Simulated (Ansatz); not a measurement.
Frontier orbitals of FGeH₉O₃Si₃, SMILES `[F][Ge]([O][SiH3])([O][SiH3])[O][SiH3]`.

Charge 0, multiplicity 1. Correlated methods include outer-core shells of Ge, which these sets cover unevenly. Scalar relativity is left out up to krypton. Geometry: relaxed with PBE0-D4/def2-TZVP. It is one conformer, not always the lowest. Basis def2-TZVPP, Ansatz 0.2.0.

Orbital energies of one run (eV). Highest occupied ones, from the top: -11.42, -11.53, -11.60, -11.71, -11.72, -11.81, -13.53, -13.60, -13.65, -13.93, -14.02, -14.05, -14.46, -14.53. Empty: 0.73, 1.89, 1.98, 2.96, 3.01, 3.01.

(1) Which functional gave them?
A. ωB97M-V
B. r2SCANh
C. LC-ωPBE
D. B3LYP

Results:

(1) A. HOMO energies: ωB97M-V -11.42, r2SCANh -8.55, B3LYP -8.89, LC-ωPBE -11.90 eV.

B3LYP here is the variant with VWN-RPA as its local correlation; programs differ in this. LC-ωPBE has ω = 0.4 bohr⁻¹.
